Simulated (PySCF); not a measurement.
**Electron correlation in Br²⁺ (bromine, charge +2)**

[Ar] 3d10 4s2 4p3, high-spin 4S determinant. Calculation: PySCF 2.14, in def2-TZVP; no relativity, point nucleus. Frozen: [Ar] 3d10; 5 electrons correlated.

MP2 pair energies summed by pair of shells (mhartree):

```
 pair  energy  share (%)
4s-4p  -53.28       67.0
4p-4p  -17.63       22.2
4s-4s   -8.62       10.8
```

Total MP2 correlation energy: -79.53 mhartree.

Same-spin part -20.63 and opposite-spin part -58.91 mhartree; SCS-MP2 scales them by 1/3 and 6/5 to -77.57 mhartree.

| level | correlation energy (mhartree) |
| --- | --- |
| CCSD | -94.80 |
| (T) | -2.45 |
| CCSD(T) | -97.25 |

Diagnostics: T1 = 0.0017, D1 = 0.0033, largest double amplitude 0.052.

Q: Is a single reference adequate?

A: Yes, within this model without spin-orbit coupling: T1 lies below 0.03 and no double amplitude reaches 0.07.
